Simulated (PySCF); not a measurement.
**Spinor energies of Zn²⁷⁺ (zinc, charge +27)**

Start: [He] 2s1; 2s1/2 filled at m_j = +1/2. Calculated with PySCF 2.14 in an even-tempered Gaussian basis (17 s from 9 bohr⁻², ratio 2.4; 11 p from 12 bohr⁻², ratio 2.4; 5 d from 36 bohr⁻², ratio 2.6; 4 f from 54 bohr⁻², ratio 2.6): generalised Hartree-Fock with the X2C-1e Hamiltonian and a Gaussian nucleus; one run each with spin-orbit coupling (SO) switched off, then screened by Boettger's factors.

```csv
spinor shell,electrons,"ε, spin-free (eV)","ε, screened SO (eV)",weight of nominal j (screened SO),"rms radius, screened SO (bohr)"
1s1/2,2,-11716.8,-11716.8,1.000,0.0574
2s1/2,1,-2783.0,-2783.0,1.000,0.222
```

```csv
quantity,spin-free,screened SO
E (hartree),-994.16460,-994.16460
M_J,1/2,1/2
⟨J²⟩,0.750,0.750
⟨L²⟩,0.000,0.000
⟨S²⟩,0.750,0.750
```

Each row is a mean over spinors that exchange with the open shell spreads, by up to 18.027 eV (1s1/2).

Without spin-orbit coupling the j labels of p, d and f shells carry no meaning; the spin-free column gives the mean over the occupied spinors of each nl shell.
